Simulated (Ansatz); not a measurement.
All numbers were calculated with Ansatz.

Basis-set series for C2H6AlNSi (`[AlH2][NH]C#C[SiH3]`). Total charge 0; spin multiplicity 1. The geometry is a stationary point of PBE0-D4/def2-TZVP.

```xyz
11

Al   -2.607   -0.728   -1.080
N    -0.821   -0.948   -1.193
C     0.094   -0.362   -0.421
C     0.896    0.192    0.303
Si    2.099    1.008    1.370
H    -3.427   -1.563   -2.138
H    -3.161    0.242    0.027
H    -0.423   -1.563   -1.892
H     1.897    0.621    2.792
H     3.473    0.614    0.963
H     1.979    2.487    1.271
```

```tsv
functional	basis	functions	energy (Eh)	HOMO (eV)	LUMO (eV)
PBE0-D4	def2-SVP	108	-665.78836	-6.55	-1.38
PBE0-D4	def2-TZVPP	261	-666.12510	-6.62	-1.46
ωB97M-V	def2-SVP	108	-666.08064	-8.65	0.34
ωB97M-V	def2-TZVPP	261	-666.42428	-8.76	0.15
```

**Question.** Give the rows for def2-QZVPP. (Estimate.)

**Answer.** The calculation gave: 
| functional | basis | functions | energy (Eh) | HOMO (eV) | LUMO (eV) |
| --- | --- | --- | --- | --- | --- |
| PBE0-D4 | def2-QZVPP | 491 | -666.15005 | -6.64 | -1.50 |
| ωB97M-V | def2-QZVPP | 491 | -666.44731 | -8.77 | -0.05 |

Positive LUMOs are unbound and depend on the basis.
